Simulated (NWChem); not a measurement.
# CHS₂ cation; SMILES S=C=[SH+]

```xyz
4

S      0.0156    -1.6026     0.0000
C     -0.0246    -0.0956     0.0000
S      0.0750     1.5415     0.0000
H     -1.2789     1.7232     0.0000
```
Atoms are numbered in this order, from 1.

Computed with NWChem. Geometry optimised at PBE0/def2-SVP; all other runs use it. 

| quantity | level | value |
|---|---|---|
| charge (e), ESP S1 | B3LYP/def2-SVP | 0.49 |
| vertical, lowest state with f > 0.02, singlet (eV) | LDA (Slater exchange, VWN5)/def2-SVP, full TDDFT | 7.12 |
| solvation free energy (kcal/mol) in anisole | M06-2X/def2-SVP, SMD | -44.2 |
| first 1s excitation (eV), C K edge, unshifted | PBE/cc-pVTZ, TDA | 269.2 |
| orbital gap (eV) | BHandHLYP/def2-SVP | 7.16 |
| highest harmonic frequency (cm⁻¹) | PBE0/def2-SVP | 2609 |
